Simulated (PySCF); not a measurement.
Be(Me)2 cation (C₂H₆Be), SMILES [CH3][Be][CH3] (connectivity only; charge and spin as stated), charge +1, multiplicity 2.

Geometry: r2SCAN-D4/def2-TZVP. The multiplicity is an assumed one; other spin states were not compared. The isomer is the one that the SMILES or the coordinates give; other isomers of the formula were not compared.

Computed with r2SCAN/def2-TZVPD run with PySCF.

Isolated molecule, no solvent.

```json
{
 "total_energy": "-94.18223 hartree",
 "point_group": "D3",
 "α spin, highest occupied and lowest empty level": "-14.15 and -6.16 eV",
 "β spin, highest occupied and lowest empty level": "-13.43 and -12.25 eV",
 "dipole_moment_about_the_centre_of_nuclear_charge": "0.00 D",
 "mean_static_polarisability": "66.5 bohr³ (9.86 Å³)",
 "polarisability_principal_values": "32.9, 32.9, 133.7 bohr³",
 "⟨S²⟩": "0.763 (pure state 0.75)"
}
```
